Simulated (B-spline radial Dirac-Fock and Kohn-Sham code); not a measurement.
# Elastic scattering of 5.16 keV electrons by neutral rhodium

Calculated with a radial B-spline solver, using relativistic (Dirac) partial waves in the static field of the Dirac-Fock atom with Furness-McCarthy exchange, without polarisation or absorption potentials.

| θ (°) | dσ/dΩ (a₀²/sr) | Sherman function |
| --- | --- | --- |
| 5 | 30.8 | 0.000 |
| 10 | 4.84 | 0.000 |
| 15 | 1.46 | -0.001 |
| 20 | 0.626 | -0.002 |
| 25 | 0.314 | -0.002 |
| 30 | 0.180 | 0.000 |
| 35 | 0.115 | 0.004 |
| 40 | 0.0800 | 0.009 |
| 45 | 0.0582 | 0.015 |
| 50 | 0.0440 | 0.021 |
| 55 | 0.0342 | 0.026 |
| 60 | 0.0273 | 0.027 |
| 65 | 0.0223 | 0.025 |
| 70 | 0.0187 | 0.019 |
| 75 | 0.0160 | 0.008 |
| 80 | 0.0140 | -0.005 |
| 85 | 0.0125 | -0.021 |
| 90 | 0.0114 | -0.037 |
| 95 | 0.0106 | -0.052 |
| 100 | 0.00998 | -0.065 |
| 105 | 0.00956 | -0.075 |
| 110 | 0.00929 | -0.082 |
| 115 | 0.00911 | -0.085 |
| 120 | 0.00903 | -0.086 |
| 125 | 0.00900 | -0.084 |
| 130 | 0.00903 | -0.080 |
| 135 | 0.00908 | -0.074 |
| 140 | 0.00916 | -0.067 |
| 145 | 0.00925 | -0.060 |
| 150 | 0.00934 | -0.052 |
| 155 | 0.00943 | -0.043 |
| 160 | 0.00951 | -0.035 |
| 165 | 0.00957 | -0.026 |
| 170 | 0.00962 | -0.017 |
| 175 | 0.00966 | -0.009 |

The total elastic cross section is 3.46 a₀², the first transport cross section 0.203 a₀² and the second, weighted with (3/2) sin²θ, 0.340 a₀². The mean deflection is ⟨1 − cos θ⟩ = 0.0586, and 1.7 % of the collisions scatter beyond 90°.

On this grid of angles the cross section has a minimum near 125°.

Phase shifts modulo π (rad) for κ = −1 to −5: -1.067, 0.677, -0.326, -1.008, -1.472.
